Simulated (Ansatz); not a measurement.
Geometry optimisation, RKS B3LYP-D4/6-31G* (Ansatz).

The input (input.yaml):

```yaml
crystal:
  periodic: [false, false, false]
  atoms:
    - { symbol: B, position_ang: [-0.02617, -0.245545, 0.068486] }
    - { symbol: O, position_ang: [-0.078953, -0.613701, 1.408335] }
    - { symbol: H, position_ang: [-0.988217, -0.771962, 1.698716] }
    - { symbol: C, position_ang: [1.375112, -0.069689, -0.610363] }
    - { symbol: H, position_ang: [1.5905, -0.971082, -1.211153] }
    - { symbol: H, position_ang: [1.37775, 0.768251, -1.313523] }
    - { symbol: H, position_ang: [2.197229, 0.050485, 0.102855] }
    - { symbol: H, position_ang: [-1.051815, -0.179243, -0.550124] }
    - { symbol: S, position_ang: [-0.163146, 2.650955, 1.159787] }
    - { symbol: H, position_ang: [1.164308, 2.87819, 1.159871] }
    - { symbol: H, position_ang: [-0.029698, 1.531541, 1.947011] }
basis:
  gaussian: { orbitals: "6-31G*" }
hamiltonian:
  xc: b3lyp
  dispersion: d4
relax:
  f_tol: 0.03
  max_steps: 50
```

Launched with:

```bash
$ ansatz run input.yaml --threads 1 --pin off --max-ram 2048MiB --backend cpu --events-out ev --progress --plain --runs-dir out
```

Task: Where does it end, and by what steps?

Result: The run converged. After 48 steps the energy has fallen by 0.139 eV; S9 moved furthest, 1.69 Å.

| step | energy less start (eV) | largest force component (eV/Å) | accepted |
| --- | --- | --- | --- |
| 0 | 0.0000 | 0.610 | yes |
| 2 | -0.0766 | 0.266 | yes |
| 4 | -0.0887 | 0.170 | yes |
| 6 | -0.0994 | 0.249 | yes |
| 8 | -0.1089 | 0.135 | yes |
| 10 | -0.1125 | 0.057 | yes |
| 12 | -0.1171 | 0.190 | yes |
| 14 | -0.1190 | 0.115 | yes |
| 16 | -0.1211 | 0.076 | yes |
| 18 | -0.1224 | 0.076 | yes |
| 20 | -0.1233 | 0.063 | yes |
| 22 | -0.1240 | 0.059 | yes |
| 24 | -0.1246 | 0.068 | yes |
| 26 | -0.1252 | 0.081 | yes |
| 28 | -0.1261 | 0.086 | yes |
| 30 | -0.1266 | 0.037 | yes |
| 32 | -0.1267 | 0.093 | yes |
| 34 | -0.1283 | 0.148 | yes |
| 36 | -0.1315 | 0.118 | yes |
| 38 | -0.1334 | 0.116 | yes |
| 40 | -0.1351 | 0.207 | yes |
| 42 | -0.1371 | 0.057 | yes |
| 44 | -0.1380 | 0.089 | yes |
| 46 | -0.1387 | 0.094 | yes |
| 48 | -0.1393 | 0.012 | yes |

```xyz
11
Properties=species:S:1:pos:R:3
B -0.064 -0.645 -0.110
O -0.571 -0.017 0.994
H -1.411 -0.399 1.289
C 1.289 -0.146 -0.718
H 2.004 -0.977 -0.796
H 1.132 0.202 -1.750
H 1.756 0.664 -0.147
H -0.686 -1.561 -0.582
S 1.002 2.757 2.382
H 0.555 3.504 1.351
H 0.361 1.647 1.947
```

The run took 2.8 min on 1 thread of Arm Neoverse V2, on a shared host, peak memory 0.15 GiB.
